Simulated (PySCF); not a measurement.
Compound: C3H2FNSe.
SMILES: `Fc1cc[se]n1`

Computed with EOM-IP-CCSD/aug-cc-pVDZ in PySCF, restricted Hartree–Fock reference, frozen core, non-relativistic, gas phase, PBE0-D3(BJ)/def2-SVP geometry.

Hartree–Fock orbital energies give these Koopmans values (eV): HOMO 9.50, HOMO-1 10.68, HOMO-2 12.65, HOMO-3 13.27, HOMO-4 14.85, HOMO-5 15.54, HOMO-6 17.34, HOMO-7 18.97.

Question: What vertical ionisation energies does EOM-IP-CCSD give?

Answer: 
```tsv
leading hole (HF orbital)	Koopmans (eV)	EOM-IP-CCSD (eV)	change (eV)	one-hole share
HOMO	9.50	9.27	-0.23	0.96
HOMO-1	10.68	10.31	-0.37	0.94
HOMO-2	12.65	10.95	-1.70	0.94
HOMO-3	13.27	12.43	-0.84	0.95
HOMO-4	14.85	13.31	-1.54	0.90
HOMO-5	15.54	13.72	-1.82	0.95
HOMO-6	17.34	15.45	-1.89	0.94
HOMO-7	18.97	16.35	-2.62	0.94
```

Question: Does the order of the lines follow the orbital energies?

Answer: Yes, no two lines change places. The corrections run from -2.62 to -0.23 eV, with a mean of -1.38 eV over the 8 lines; no line lies above its Koopmans value.

Question: At what kinetic energies would He II light (40.81 eV) eject these electrons?

Answer: 31.54 eV (HOMO), 30.50 eV (HOMO-1), 29.86 eV (HOMO-2), 28.38 eV (HOMO-3), 27.50 eV (HOMO-4), 27.09 eV (HOMO-5), 25.36 eV (HOMO-6), 24.46 eV (HOMO-7).

One root was sought for each valence orbital with −ε under 21 eV, eight at most, so deeper holes and satellites are missing; no vibrational structure.
